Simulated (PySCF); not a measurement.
**Tellurium: highly charged ions in a basis for the neutral atom**

Te¹⁷⁺ [Ar] 3d10 4s2 4p5, Te¹⁸⁺ [Ar] 3d10 4s2 4p4. All numbers are calculated (PySCF 2.14, scalar relativity through the core potential, in def2-SVP with the def2 core potential (28 electrons) (4s4p2d, 26 functions)). No spin-orbit coupling, so a gap to NIST mixes the basis error with missing relativistic terms.

Changed run: basis of the neutral atom used for a highly charged ion. This setting is unsound on purpose.

```
species  method  sound run (hartree)  changed run (hartree)  converged
  Te¹⁷⁺     UHF              not run             -155.03969        yes
  Te¹⁷⁺   M06-L              not run             -155.49672        yes
  Te¹⁷⁺  M06-2X              not run             -155.24351        yes
  Te¹⁸⁺     UHF              not run             -136.84169        yes
  Te¹⁸⁺   M06-L              not run             -137.20490        yes
  Te¹⁸⁺  M06-2X              not run             -137.01804        yes
```

Ionisation energy of Te¹⁷⁺:

```
method  changed run (eV)  NIST (eV)
   UHF            495.19    491 ± 3
 M06-L            497.75    491 ± 3
M06-2X            495.94    491 ± 3
```

The contracted functions were made for the neutral atom and can be too rigid for a highly charged ion.
